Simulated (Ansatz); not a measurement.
System: AuCl, charge 0, singlet. AuCl (SMILES [Au][Cl]).
B3LYP-D3(BJ)/def2-TZVP minimum from Ansatz (a first-principles code):
```xyz
2

Au     0.0000     0.0000    -0.3991
Cl     0.0000     0.0000     1.8548
```
Charge 0, spin multiplicity 1.

Property: atomisation energy (electronic, to ground-state atoms), in kJ/mol. UHF or UKS for unpaired electrons; spin-orbit terms are left out. Correlated methods leave the cores frozen (noble-gas shells, and filled d and f shells in the p block). Past Kr the def2 sets carry scalar-relativistic core potentials. CBS(X,Y): correlation extrapolated as X^-3, Hartree-Fock from the larger set. A bracket is a step between two methods taken in the basis named. The T1 diagnostic of AuCl ([Cl][Au], singlet) reaches 0.030 in the sets run.

CCSD(T)/CBS(def2-TZVPP,def2-QZVPP) + [CCSDT(Q) - CCSD(T)]/def2-TZVPP + [CCSDTQ - CCSDT(Q)]/def2-SVP (Ansatz) gives 282.4 kJ/mol.

What does PBE/def2-TZVPD (Ansatz) give here, and how do the other levels compare?

PBE gives 289.9 kJ/mol, 7.5 kJ/mol above it. Differences of the others: r2SCAN/def2-TZVPD (Ansatz) 5.9; B3LYP/def2-TZVPD (Ansatz) -25.1; PBE0/def2-TZVPD (Ansatz) -9.0; wB97M-V/def2-TZVPD (Ansatz) 0.3; B2PLYP/def2-TZVPD (Ansatz) -17.4; CCSD(T)/CBS(def2-TZVPP,def2-QZVPP) (Ansatz) -0.2 kJ/mol.
